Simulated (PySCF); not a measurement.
**Energy of Ir (iridium, neutral) between two integer charges**

The 6s beta orbital of [Xe] 4f14 5d7 6s2 is emptied in steps (occupation f), with all orbitals relaxed, ending at [Xe] 4f14 5d7 6s1. All numbers are calculated (PySCF 2.14, scalar relativity through the core potential, in def2-TZVPPD with the def2 core potential (60 electrons)). The exact energy is a straight line in f; departures are measured from the line between the end points of the same method.

| f | r2SCAN0 (eV) |
| --- | --- |
| 1 | 0.000 |
| 0.8 | -0.333 |
| 0.6 | -0.499 |
| 0.4 | -0.497 |
| 0.2 | -0.328 |
| 0 | 0.000 |

For r2SCAN0, how does the orbital energy at f = 1 compare with the removal energy?

−ε = 6.449 eV against a total-energy difference of 8.538 eV. By Janak's theorem ε = ∂E/∂f, so the gap between them reflects the curvature. Along the path −ε is 7.292 (f = 0.8), 8.130 (f = 0.6), 8.967 (f = 0.4), 9.792 (f = 0.2) eV.

Reference removal energy between the ground levels: 8.967 eV (measured; NIST Atomic Spectra Database, ionization energies). The calculation has no spin-orbit coupling.
